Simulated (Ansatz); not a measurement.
`FB(F)[SeH]` and `FB(F)S` differ in one atom or group.

Ansatz, PBE0-D4/def2-TZVP geometries, multiplicity 1. Each molecule was computed in one conformer, which needn't be the lowest.

Scalar relativity is left out up to krypton.

```
                                          property  `FB(F)[SeH]`
size of the dipole moment (ωB97M-V/def2-TZVPP) / D          1.06
              HOMO–LUMO gap (PBE0/def2-TZVPP) / eV          7.77
             HOMO energy (ωB97M-V/def2-TZVPP) / eV        -10.01
             LUMO energy (ωB97M-V/def2-TZVPP) / eV          1.68
               LUMO energy (B3LYP/def2-TZVPP) / eV         -0.40
                 HOMO energy (PBE/def2-TZVPP) / eV         -6.68
```

Task: What does the change do to each property? (An estimate is asked.)

Result: The calculation gave: 
| property | `FB(F)S` | shift |
| --- | --- | --- |
| size of the dipole moment (ωB97M-V/def2-TZVPP) / D | 1.25 | 0.19 |
| HOMO–LUMO gap (PBE0/def2-TZVPP) / eV | 8.58 | 0.81 |
| HOMO energy (ωB97M-V/def2-TZVPP) / eV | -10.63 | -0.62 |
| LUMO energy (ωB97M-V/def2-TZVPP) / eV | 1.84 | 0.16 |
| LUMO energy (B3LYP/def2-TZVPP) / eV | -0.14 | 0.26 |
| HOMO energy (PBE/def2-TZVPP) / eV | -7.16 | -0.48 |

With PBE0 the HOMO falls by 0.57 eV and the LUMO rises by 0.23 eV, so the gap widens by about 0.80 eV. PBE moves the HOMO by -0.48 eV and ωB97M-V by -0.62 eV. Dipoles are sizes alone; their direction can turn.

B3LYP here is the variant with VWN-RPA as its local correlation; programs differ in this.

Spin–orbit coupling is left out; it splits and shifts lone-pair levels of the heavy atoms by tenths of an eV.
